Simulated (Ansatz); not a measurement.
Ansatz (a quantum-chemistry and plane-wave program) input (MP2/LANL2DZ): The .json file is the Basis Set Exchange's LANL2DZ.

Ansatz 0.2 input:
```yaml
crystal:
  periodic: [false, false, false]
  atoms:
    - {symbol: C, position_ang: [-2.69711375, -0.62612017, -0.37258293]}
    - {symbol: C, position_ang: [-1.49180628, 0.04625767, 0.27804976]}
    - {symbol: C, position_ang: [-0.20455478, -0.15681830, -0.51215750]}
    - {symbol: C, position_ang: [1.04059849, 0.43026325, 0.17351789]}
    - {symbol: C, position_ang: [2.29424883, 0.41122585, -0.70711859]}
    - {symbol: O, position_ang: [1.26304928, -0.09504818, 1.41588317]}
    - {symbol: H, position_ang: [-2.54706151, -1.70531446, -0.45393630]}
    - {symbol: H, position_ang: [-3.60584372, -0.46025681, 0.20855354]}
    - {symbol: H, position_ang: [-2.87124053, -0.24043700, -1.38021641]}
    - {symbol: H, position_ang: [-1.34903774, -0.34055152, 1.28920875]}
    - {symbol: H, position_ang: [-1.68329691, 1.11969702, 0.38282622]}
    - {symbol: H, position_ang: [-0.29723841, 0.29200769, -1.50588836]}
    - {symbol: H, position_ang: [-0.02567887, -1.22578383, -0.66834118]}
    - {symbol: H, position_ang: [0.81297637, 1.49348935, 0.41594086]}
    - {symbol: H, position_ang: [3.13738382, 0.84937537, -0.17419705]}
    - {symbol: H, position_ang: [2.12911395, 0.96734942, -1.63115173]}
    - {symbol: H, position_ang: [2.54729416, -0.61803949, -0.96811555]}
basis:
  gaussian:
    orbitals: LANL2DZ.json
magnetization: {spin_polarized: true, initial_magnetization: 1}
correlation: {method: mp2, electrons: outside_noble_gas}
```

Output:

```
Functional definition: HF
integrals: 0.05 GiB planned
972 factors; integrals over basis functions are off by at most 6.0e-4 eV
mean field: 0.30 GiB planned
mean field evaluation 1: about -7354.0805 eV, gradient 2.9e1 eV
mean field evaluation 2: about -7354.0607 eV, gradient 2.9e1 eV
mean field evaluation 4: about -7360.1300 eV, gradient 4.7e0 eV
mean field evaluation 8: about -7360.6891 eV, gradient 1.3e-1 eV
mean field evaluation 16: about -7360.5680 eV, gradient 2.0e0 eV
mean field evaluation 32: about -7360.6895 eV, gradient 3.6e-1 eV
mean field -7360.68782599 eV, -270.5002883519 hartree, gradient 5.0e-6 eV, S^2 0.758092; 4 other end points of the search recorded, 0 dependent functions left out
6 core orbitals not correlated
reference -7360.68782599 eV, -270.5002883519 hartree; 19, 18 occupied and 51, 52 virtual orbitals, 972 factors
second order -13.78233372 eV of doubles, -0.00000000 eV of singles
Total energy: -7374.47015971 eV, -271.0067797739 hartree
```

The geometry given is a B3LYP-D3(BJ)/def2-TZVP minimum.
